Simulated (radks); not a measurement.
Results of a calculation; reference values are marked as such.
Excited configurations of Cr: one electron is placed in a higher orbital outside [Ar] 3d5. The ground configuration is [Ar] 3d5 4s1. Level of theory: non-relativistic Kohn-Sham, TPSS, spin-unpolarised, spherical densities, point nucleus; meta-GGA in the generalised Kohn-Sham scheme (a radial shooting solver on a logarithmic mesh with Libxc functionals). Excitation = E - E(ground); binding = E(ion) - E, where the ion is the core of charge +1; n* = 1/sqrt(2 binding) in atomic units, and the quantum defect is n - n*.

outer orbital,excitation (eV),binding (eV),n*,quantum defect,eigenvalue (eV),<r> (bohr)
4d,4.981,1.525,2.987,1.013,-0.709,10.73
6p,5.525,0.981,3.723,2.277,-0.601,21.43
7p,5.859,0.647,4.584,2.416,-0.418,33.52

The Delta-SCF ionisation energy is 6.506 eV (NIST Atomic Spectra Database: 6.767 eV, measured). Self-interaction in the functional shifts the binding energies and quantum defects, so they are the method's values and not measured ones. Spin polarisation and multiplet splitting are left out, so open shells lie too high by an amount that depends on their filling.

Beside tabulated values, note that spin-unpolarised runs miss the spin-polarisation part of the exchange energy of open shells.
